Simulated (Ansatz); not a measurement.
`[OH][GeH]([F])[F]` + H₂S → `[OH][GeH]([F])[SH]` + H–F at 400 K and 1 bar (ligand exchange at a Ge–F bond).

Program: Ansatz. Geometries: PBE0-D4/def2-TZVP. ΔE: electronic, gas phase. CCSD(T)/CBS adds triple-zeta CCSD(T) − MP2 to the extrapolated MP2 energy (def2 sets, frozen cores). This one scheme is used for every species. For Ge outer-core shells are correlated without core-valence functions, which leaves a few kJ/mol of doubt a bond. Scalar relativity is left out up to krypton. One conformer a species, not always the lowest.

| species | CCSD(T)/CBS energy (Eh) | H − E (kJ/mol) | S (J/(mol·K)) |
| --- | --- | --- | --- |
| `[OH][GeH]([F])[F]` | -2352.17909 | 95.4 | 339.5 |
| H₂S | -398.97279 | 53.4 | 215.9 |
| `[OH][GeH]([F])[SH]` | -2650.74902 | 118.6 | 366.2 |
| H–F | -100.39570 | 36.5 | 182.2 |

H − E and S are ideal-gas, rigid-rotor, harmonic terms from PBE0-D4/def2-TZVP, for one conformer and one mirror image of each species. 1 Eh = 2625.50 kJ/mol, R = 8.31446 J/(mol·K).

**Question.** By hand: ΔE, ΔH, ΔS and ΔG.

**Answer.** ΔE = (-2650.74902) + (-100.39570) − (-2352.17909) − (-398.97279) = 0.00716 Eh = 18.8 kJ/mol. Δ(H − E) = 118.6 + 36.5 − 95.4 − 53.4 = 6.3, so ΔH = 25.1 kJ/mol. ΔS = 366.2 + 182.2 − 339.5 − 215.9 = -7.0 J/(mol·K). ΔG = 25.1 − 400 × (-7.0)/1000 = 27.9 kJ/mol.

**Question.** By hand: the equilibrium constant, and the temperature at which ΔG would vanish if ΔH and ΔS stayed fixed.

**Answer.** log₁₀ K = −ΔG/(RT ln 10) = -3.6. ΔH and −TΔS have one sign here, so there is no such temperature.

The number of gas molecules stays the same, so ΔS is small and ΔH decides. A doubt of 5 kJ/mol in ΔE shifts log₁₀ K by 0.7 here. Other conformers and mirror images would add mixing entropy, several J/(mol·K) or more a flexible species. These are equilibria of isolated gas molecules and say nothing of rates. Largest T1 diagnostic: 0.012 (customary marks: 0.02 for closed shells, 0.045 for open ones).

ΔS is within the doubt of such terms, so its sign, and with it that verdict, could turn.
